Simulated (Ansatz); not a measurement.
```yaml
crystal:
  periodic: [false, false, false]
  atoms:
    - {symbol: C, position_ang: [0.589070, -0.926979, 1.790053]}
    - {symbol: C, position_ang: [0.897328, -0.256987, 0.689206]}
    - {symbol: C, position_ang: [0.256172, -0.482574, -0.638591]}
    - {symbol: Ge, position_ang: [-0.913925, 0.978150, -1.114560]}
    - {symbol: F, position_ang: [-1.466327, 0.902033, -2.736938]}
    - {symbol: F, position_ang: [-2.330353, 1.059279, -0.154630]}
    - {symbol: F, position_ang: [-0.160099, 2.510414, -0.956215]}
    - {symbol: H, position_ang: [-0.164643, -1.707885, 1.790743]}
    - {symbol: H, position_ang: [1.080213, -0.714056, 2.731461]}
    - {symbol: H, position_ang: [1.651397, 0.524577, 0.730346]}
    - {symbol: H, position_ang: [0.991146, -0.552027, -1.445340]}
    - {symbol: H, position_ang: [-0.352879, -1.389047, -0.651534]}
basis:
  gaussian: {orbitals: def2-SVPD}
total_charge: -1
magnetization: {spin_polarized: true, initial_magnetization: 1}
hamiltonian: {xc: {name: HF}}
correlation: {method: mp2, frozen_orbitals: {C: 9}}
```

```sh
$ ansatz run in.yaml --threads 4 --pin off --events-out ev --progress --plain --max-ram 11315MiB
```

Shortened log:

```
Functional definition: HF
  name "HF"
  cite "Fock, Z. Phys. 61, 126 (1930) doi:10.1007/BF01340294"
  parent pbe
  exchange = exact_x
  correlation = 0
Error: "frozen_orbitals" has no count for Ge
```

(1) What is wrong with this run?

Results:

(1) Frozen orbitals are typed for one element alone, and the program wants a count for each. The input was rejected before any iteration.
